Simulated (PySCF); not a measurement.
Work out the structure from these simulated measurements.

Elements present: C, F, H and N. Monoisotopic mass: 99.0353 u (electron mass counted); charge +1.

* Rotational structure: rotational constants A, B, C: 4.784, 1.529, 1.218 GHz [GFN2-xTB]
* 1H NMR: chemical shifts (computed TMS as zero) by class: 6.70 (1 H), 4.54 (3 H) ppm [GIAO PBE0/pcSseg-1]
* Triplet: lowest triplet excitation (Tamm–Dancoff): 5.33 eV [TDA PBE0/def2-SVPD]
* 13C NMR: chemical shifts (computed TMS as zero) by class: 106.7 (1 C), 106.4 (1 C), 66.4 (1 C), 23.9 (1 C) ppm [GIAO PBE0/pcSseg-1]
* Polarisability: 55.4 au [PBE0/def2-SVPD]
* UV, first state: lowest singlet excitation: 5.71 eV (217 nm, f = 0.002) [TDDFT PBE0/def2-SVPD]
* NMR, other nuclei: isotropic shieldings of nuclei other than C and H, by class: -87 (1 N), 78 (1 N), 387 (1 F) ppm [GIAO PBE0/pcSseg-1]
* UV, strongest line: among the 6 lowest singlet transitions: S2 at 6.13 eV (202 nm, f = 0.029) [TDDFT PBE0/def2-SVPD]

Gas-phase values; electronic properties from PySCF, density fitting. Levels stand in brackets. NMR shifts are as computed; neighbouring signals can stand in another order in a measured spectrum. Isolated species at its GFN2-xTB geometry, gas phase. NMR classes are plain means over equivalent atoms (diastereotopic ones count apart unless rotation or inversion swaps them), as if these changed places fast.

**Question.** Which formula fits the mass and the elements?

**Answer.** C4H4FN2 (calculated 99.0353). No other formula that holds each of these elements comes within 0.0003 u with a fitting electron parity and a possible valence count.

**Question.** Propose a structure and show how it fits.

**Answer.** Numbering: `[CH3:1][N+:2]#[C:3][C@@H:4]([F:5])[C:6]#[N:7]`. 4 carbons fall into 4 classes; from least to most shielded: triply bonded carbon [C3] (106.7 ppm), nitrile carbon [C6] (106.4 ppm), sp3 C–F carbon [C4] (66.4 ppm), N-methyl carbon [C1] (23.9 ppm). Hydrogen classes from least to most shielded: 1 H on an sp3 C–F carbon, C4 (6.70 ppm), 3 H on an N-methyl carbon, C1 (4.54 ppm). The other shieldings belong to: -87 ppm, nitrile nitrogen [N7]; 78 ppm, nitrogen bonded to 2 C [N2]; 387 ppm, alkyl fluorine [F5]. S1 is mainly HOMO→LUMO (weight 0.95); the largest Löwdin shares of the orbital it empties are 0.48 on the nitrile nitrogen, 0.39 on the nitrile carbon and 0.06 on the sp3 C–F carbon, of the orbital it fills 0.32 on the triply bonded carbon, 0.28 on the nitrogen bonded to 2 C, 0.11 on the sp3 C–F carbon and 0.09 on the alkyl fluorine. The optimised geometry has point group C1 and is an asymmetric top. Structure: `N#C[C@@H](C#[N+]C)F`. The assignments are read from this structure; whether some other isomer fits the data as well wasn't checked. The mirror image fits equally.
